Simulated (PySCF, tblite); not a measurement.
Isomers of C3H12O3SSi2, one GFN2-xTB conformer each. Single-point energies are computed at PBE0/pcSseg-1 (PySCF, gas phase, no added dispersion term), electronic only.

```
                          SMILES  GFN2-xTB relative energy (kJ/mol)
        CO[Si@@H](C)O[Si@H](O)SC                                0.0
C[C@@H](OS(C)(=O)=O)[SiH2][SiH3]                              574.5
```

Conformers: `[CH3:1][O:2][Si@@H:3]([CH3:4])[O:5][Si@H:6]([OH:7])[S:8][CH3:9]` with C1–O2–Si3–C4 63°, O2–Si3–O5–Si6 176°, Si3–O5–Si6–O7 130°, O5–Si6–O7–H 29°, O5–Si6–S8–C9 169°; `[CH3:1][C@@H:2]([O:3][S:4]([CH3:5])(=[O:6])=[O:7])[SiH2:8][SiH3:9]` with C1–C2–O3–S4 -178°, C2–O3–S4–C5 85°, C1–C2–Si8–Si9 134°.

Question: What does PBE0/pcSseg-1 give for the same structures?

Answer: 
```json
{"SMILES": "CO[Si@@H](C)O[Si@H](O)SC", "PBE0/pcSseg-1 E (Eh)": "-1323.74670", "PBE0/pcSseg-1 (kJ/mol)": "0.0", "GFN2-xTB (kJ/mol)": "0.0", "point group": "C1"}
{"SMILES": "C[C@@H](OS(C)(=O)=O)[SiH2][SiH3]", "PBE0/pcSseg-1 E (Eh)": "-1323.45898", "PBE0/pcSseg-1 (kJ/mol)": "755.4", "GFN2-xTB (kJ/mol)": "574.5", "point group": "C1"}
```

Both levels put the same isomer lowest. As drawn, the lower has an O–H bond and an Si–O bond, which the higher lacks; the higher has an Si–Si bond and an S=O bond, which the lower lacks.

Question: Which frontier levels, dipoles and rotational constants go with these structures?

Answer: 
```json
{"SMILES": "CO[Si@@H](C)O[Si@H](O)SC", "HOMO (eV, PBE0/pcSseg-1)": "-6.87", "LUMO (eV)": "0.37", "dipole (D)": "1.27", "A, B, C (MHz)": "2141, 490.2, 436.4"}
{"SMILES": "C[C@@H](OS(C)(=O)=O)[SiH2][SiH3]", "HOMO (eV, PBE0/pcSseg-1)": "-8.13", "LUMO (eV)": "-0.18", "dipole (D)": "4.29", "A, B, C (MHz)": "1316, 809.8, 614.1"}
```

Question: What happens when harmonic zero-point energies from GFN2-xTB frequencies are added?

Answer: 
| SMILES | ZPE (kJ/mol) | electronic (kJ/mol) | with ZPE (kJ/mol) |
| --- | --- | --- | --- |
| CO[Si@@H](C)O[Si@H](O)SC | 400.5 | 0.0 | 0.0 |
| C[C@@H](OS(C)(=O)=O)[SiH2][SiH3] | 380.6 | 755.4 | 735.5 |

The zero-point energies span 19.9 kJ/mol. The order is unchanged.
